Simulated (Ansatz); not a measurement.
`[CH3][Al]([NH2])[SiH2]F` and `[CH3][Al]([NH2])[SiH2][SiH3]` differ in one atom or group.

Ansatz, PBE0-D4/def2-TZVP geometries, multiplicity 1. Each molecule was computed in one conformer, which needn't be the lowest.

| property | `[CH3][Al]([NH2])[SiH2]F` |
| --- | --- |
| HOMO–LUMO gap (PBE0/def2-TZVPP) / eV | 6.24 |
| LUMO energy (ωB97M-V/def2-TZVPP) / eV | 0.63 |
| HOMO–LUMO gap (B3LYP/def2-TZVPP) / eV | 5.88 |
| HOMO energy (PBE/def2-TZVPP) / eV | -6.11 |
| HOMO energy (B3LYP/def2-TZVPP) / eV | -7.09 |
| HOMO energy (PBE0/def2-TZVPP) / eV | -7.28 |

Question: Give the same properties after the change, and the shifts. (Best estimate.)

Answer: Computed: 
| property | `[CH3][Al]([NH2])[SiH2][SiH3]` | shift |
| --- | --- | --- |
| HOMO–LUMO gap (PBE0/def2-TZVPP) / eV | 6.23 | -0.01 |
| LUMO energy (ωB97M-V/def2-TZVPP) / eV | 0.70 | 0.07 |
| HOMO–LUMO gap (B3LYP/def2-TZVPP) / eV | 5.87 | -0.01 |
| HOMO energy (PBE/def2-TZVPP) / eV | -6.10 | 0.01 |
| HOMO energy (B3LYP/def2-TZVPP) / eV | -6.96 | 0.13 |
| HOMO energy (PBE0/def2-TZVPP) / eV | -7.16 | 0.12 |

B3LYP here is the variant with VWN-RPA as its local correlation; programs differ in this.
